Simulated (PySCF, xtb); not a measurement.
CdSe, SMILES [Cd]=[Se].

GFN2-xTB (xtb) at its own geometry gives an orbital gap of 1.77 eV and a dipole moment of 7.30 D.

Geometry: B3LYP-D3(BJ)/def2-TZVP. The def2 effective core potentials stand for the cores of Cd; spin–orbit coupling is left out.

Question: What does HF/def2-TZVPD (PySCF) give? (An estimate is asked for; the answer gives what the named calculation found.)

Answer: gap 6.62 eV (levels -8.16 and -1.54 eV), dipole 7.48 D.
